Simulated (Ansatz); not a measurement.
HSe, doublet, at a GFN2-xTB geometry; CAM-B3LYP/def2-SVP run with Ansatz (a quantum-chemistry and plane-wave program).

Here is a job for Ansatz.
Ansatz 0.2 input:
```yaml
crystal:
  periodic: [false, false, false]
  atoms:
    - {symbol: Se, position_ang: [-0.00000000, -0.00000000, -0.04130131]}
    - {symbol: H, position_ang: [0.00000000, 0.00000000, 1.40424442]}
basis:
  gaussian:
    orbitals: def2-SVP
hamiltonian:
  xc: cam_b3lyp
magnetization: {spin_polarized: true, initial_magnetization: 1}
```

What the program printed (banner, timings and long lists left out):

```
Functional definition: CAM-B3LYP
362 factors; integrals over basis functions are off by at most 9.2e-4 eV
102 factors; integrals over basis functions are off by at most 5.8e-6 eV
mean field evaluation 1: about -65360.0707 eV, gradient 4.8e0 eV
mean field evaluation 2: about -65360.1570 eV, gradient 2.1e0 eV
mean field evaluation 4: about -65360.1689 eV, gradient 3.7e-1 eV
mean field evaluation 8: about -65360.1775 eV, gradient 6.7e-3 eV
mean field evaluation 16: about -65360.1775 eV, gradient 1.7e-5 eV
mean field -65360.17752080 eV, -2401.9422211699 hartree, gradient 1.7e-5 eV, S^2 0.752301; 0 other end points of the search recorded, 0 dependent functions left out
reference -65360.17758649 eV, -2401.9422235841 hartree; 18, 17 occupied and 19, 20 virtual orbitals, 362 factors
Total energy: -65360.17758649 eV, -2401.9422235841 hartree
```
